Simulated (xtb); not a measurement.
C2H7OSi (SMILES C[SiH](C)[O]), doublet, from a rough starting geometry; GFN2-xTB (xtb 6.7.1).

Here is a job for xtb.
```
$ xtb mol.xyz --gfn 2 --uhf 1 --opt vtight --json

# file mol.xyz
11

C     -1.27171617    -0.57352974     0.05250098
Si    -0.14401595     0.98496233    -0.21911343
C      1.46836844    -0.16715174     0.08025602
O     -0.23265767     1.99033883     0.92605321
H     -0.99892347    -1.38432033    -0.55787229
H     -1.40559840    -0.84036568     1.13372203
H     -2.28314844    -0.22314650    -0.26494650
H     -0.14728364     1.32238557    -1.59432811
H      1.39623874    -0.67042754     1.03945234
H      2.29661322     0.55533827     0.09720580
H      1.56885493    -0.88902168    -0.75997340
```

Q: Predict the main parts of the log of this xtb run.

A: 
```
   ID    Z sym.   atoms
    1    6 C      1, 3
    2   14 Si     2
    3    8 O      4
    4    1 H      5-11

           -------------------------------------------------
          |                Calculation Setup                |
           -------------------------------------------------

           -------------------------------------------------
          |                 G F N 2 - x T B                 |
           -------------------------------------------------

          ...................................................
          :                      SETUP                      :
          :.................................................:
          :  # basis functions                  29          :
          :  # atomic orbitals                  28          :
          :  # shells                           16          :
          :  # electrons                        25          :
          :  max. iterations                   250          :
          :  Hamiltonian                  GFN2-xTB          :
          :  restarted?                      false          :
          :  GBSA solvation                  false          :
          :  PC potential                    false          :
          :  electronic temp.          300.0000000     K    :
          :  accuracy                    1.0000000          :
          :  -> integral cutoff          0.2500000E+02      :
          :  -> integral neglect         0.1000000E-07      :
          :  -> SCF convergence          0.1000000E-05 Eh   :
          :  -> wf. convergence          0.1000000E-03 e    :
          :  Broyden damping             0.4000000          :
          :  net charge                          0          :
          :  unpaired electrons                  1          :
          ...................................................

 iter      E             dE          RMSdq      gap      omega  full diag
   1    -13.6625598 -0.136626E+02  0.825E+00    6.51       0.0  T
   2    -13.6938930 -0.313333E-01  0.658E+00    5.83       1.0  T
   3    -13.7194691 -0.255760E-01  0.415E+00    6.15       1.0  T
   4    -13.7514934 -0.320243E-01  0.172E+00    6.12       1.0  T
   5    -13.7586580 -0.716463E-02  0.132E+00    6.19       1.0  T
   6    -13.7591363 -0.478217E-03  0.817E-01    6.32       1.0  T
   7    -13.7615283 -0.239201E-02  0.352E-01    6.17       1.0  T
   8    -13.7622750 -0.746707E-03  0.150E-01    6.28       1.0  T
   9    -13.7622921 -0.170861E-04  0.423E-02    6.30       1.0  T
  10    -13.7622948 -0.277925E-05  0.181E-02    6.30       1.7  T
  11    -13.7622955 -0.673318E-06  0.106E-02    6.30       2.8  T
  12    -13.7622964 -0.866557E-06  0.190E-03    6.30      15.9  T
  13    -13.7622964 -0.111633E-07  0.106E-03    6.30      28.3  T
  14    -13.7622964 -0.952722E-08  0.886E-05    6.30     340.2  T
  15    -13.7622964  0.110161E-09  0.119E-04    6.30     253.3  T

   *** convergence criteria satisfied after 15 iterations ***

         :::::::::::::::::::::::::::::::::::::::::::::::::::::
         ::                     SUMMARY                     ::
         :::::::::::::::::::::::::::::::::::::::::::::::::::::
         :: total energy             -13.605795012788 Eh    ::
         :: gradient norm              0.073914916089 Eh/a0 ::
         :: HOMO-LUMO gap              6.301694290955 eV    ::
         ::.................................................::
         :: SCC energy               -13.762290969242 Eh    ::
         :: -> isotropic ES            0.038396992499 Eh    ::
         :: -> anisotropic ES          0.010504366867 Eh    ::
         :: -> anisotropic XC         -0.003405924477 Eh    ::
         :: -> dispersion             -0.005393821588 Eh    ::
         :: repulsion energy           0.156495956454 Eh    ::
         :: add. restraining           0.000000000000 Eh    ::
         :: total charge               0.000000000000 e     ::
         :::::::::::::::::::::::::::::::::::::::::::::::::::::

[...]
 * total energy  :   -13.6115972 Eh     change       -0.1943257E-04 Eh
 * total energy  :   -13.6116088 Eh     change       -0.1157050E-04 Eh
 * total energy  :   -13.6116177 Eh     change       -0.8903626E-05 Eh
 * total energy  :   -13.6116244 Eh     change       -0.6690821E-05 Eh
 * total energy  :   -13.6116254 Eh     change       -0.1007414E-05 Eh
 * total energy  :   -13.6116267 Eh     change       -0.1273218E-05 Eh
 * total energy  :   -13.6116273 Eh     change       -0.6225815E-06 Eh
 * total energy  :   -13.6116278 Eh     change       -0.5274313E-06 Eh
 * total energy  :   -13.6116281 Eh     change       -0.2480088E-06 Eh
 * total energy  :   -13.6116282 Eh     change       -0.1654733E-06 Eh
 * total energy  :   -13.6116284 Eh     change       -0.1910985E-06 Eh
 * total energy  :   -13.6116285 Eh     change       -0.9699849E-07 Eh
   *** GEOMETRY OPTIMIZATION CONVERGED AFTER 20 ITERATIONS ***
         :: total energy             -13.611628530198 Eh    ::
[...]
        14                         -0.1473573              -4.0098 (LUMO)
        15                         -0.1035060              -2.8165
        16                         -0.0777737              -2.1163
        17                          0.0285142               0.7759
        18                          0.0417631               1.1364
        19                          0.1261287               3.4321
        20                          0.1645858               4.4786
        21                          0.1852501               5.0409
        22                          0.2041225               5.5545
        23                          0.2106046               5.7308
        24                          0.2229621               6.0671
       ...                                ...                  ...
        28                          0.9362902              25.4778
      -------------------------------------------------------------
                  HL-Gap            0.2440163 Eh            6.6400 eV
             Fermi-level           -0.3343335 Eh           -9.0977 eV

     #   Z          covCN         q      C6AA      α(0)
     1   6 C        3.637    -0.149    23.806     7.019
     2  14 Si       3.409     0.501   105.993    20.226
     3   6 C        3.637    -0.149    23.806     7.019
     4   8 O        0.771    -0.398    21.686     6.241
     5   1 H        0.926     0.046     2.372     2.409
     6   1 H        0.926     0.051     2.304     2.374
     7   1 H        0.926     0.040     2.451     2.448
     8   1 H        0.918    -0.078     4.863     3.449
     9   1 H        0.926     0.051     2.304     2.374
    10   1 H        0.926     0.040     2.451     2.448
    11   1 H        0.926     0.046     2.373     2.409

 Mol. C6AA /au·bohr⁶  :       1281.830384
 Mol. C8AA /au·bohr⁸  :      39178.863640
 Mol. α(0) /au        :         58.416438

Wiberg/Mayer (AO) data.
largest (>0.10) Wiberg bond orders for each atom

 ---------------------------------------------------------------------------
     #   Z sym  total        # sym  WBO       # sym  WBO       # sym  WBO
 ---------------------------------------------------------------------------
     1   6 C    3.886 --     7 H    0.999     5 H    0.998     6 H    0.997
                             2 Si   0.614     3 C    0.134
     2  14 Si   4.099 --     4 O    2.026     8 H    0.881     3 C    0.614
                             1 C    0.614
     3   6 C    3.886 --    10 H    0.999    11 H    0.998     9 H    0.997
                             2 Si   0.614     1 C    0.134
     4   8 O    2.279 --     2 Si   2.026
     5   1 H    0.998 --     1 C    0.998
     6   1 H    0.997 --     1 C    0.997
     7   1 H    0.998 --     1 C    0.999
     8   1 H    0.994 --     2 Si   0.881
     9   1 H    0.997 --     3 C    0.997
    10   1 H    0.998 --     3 C    0.999
    11   1 H    0.998 --     3 C    0.998
 ---------------------------------------------------------------------------

Topologies differ in total number of bonds
Writing topology from bond orders to xtbtopo.mol

molecular dipole:
                 x           y           z       tot (Debye)
 q only:        0.149      -0.911      -0.567
   full:        0.261      -1.630      -0.836       4.703
molecular quadrupole (traceless):
                xx          xy          yy          xz          yz          zz
 q only:        3.263       1.090      -3.772       0.559      -3.550       0.509
  q+dip:        4.228       1.681      -6.926       0.643      -4.442       2.697
   full:        6.894       2.129      -7.000       0.972      -5.731       0.106

optimized geometry written to: xtbopt.xyz

           -------------------------------------------------
          | TOTAL ENERGY              -13.611628530198 Eh   |
          | GRADIENT NORM               0.000082091185 Eh/α |
          | HOMO-LUMO GAP               6.640020705189 eV   |
           -------------------------------------------------
```
